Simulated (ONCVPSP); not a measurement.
**PBEsol ONCV dataset for V (Z = 23), fully relativistic all-electron reference.**

- Element: vanadium (V)
- Generator: ONCVPSP 4.0.1
- Type: optimised norm-conserving Vanderbilt (ONCV)
- Functional: PBEsol
- Relativity: fully relativistic
- Frozen core: [Ne]
- Valence charge: 13
- Reference configuration: 3s2 3p6 3d3 4s1.75 4p0.25
- Partial waves: 3s+4s: rc 1.45 bohr, ncon 4, nbas 7, qcut 8.6 1/bohr, 2 projectors; 3p+4p: rc 1.65 bohr, ncon 4, nbas 7, qcut 7.2 1/bohr, 2 projectors; 3d: rc 1.15 bohr, ncon 5, nbas 9, qcut 9.5 1/bohr, 3 projectors, debl 3.5 Ha
- Local potential: polynomial inside 0.95 bohr (lpopt 4, dvloc0 0 Ha)
- Core correction: Teter function fitted to the true core (icmod 2), fcfact 0.6

Open shells are filled in proportion to 2j + 1.

* Cutoffs needed: 154 Ha and 217 Ha (the cutoffs (Ha) at which the residual kinetic energy of the hardest occupied pseudo-wave falls to 1 and 0.1 mHa per electron)
* Ghost test: no bound ghost flagged; GHOST(+) flags only above 600 eV
* Largest excitation error: +22 meV (all-electron minus pseudo) for 3s2 3p5 3d3 4s2 4p0, out of 4 test configurations
* rms error of d²Exc/dni dnj: 6.27 mHa without and 5.02 mHa with the model core
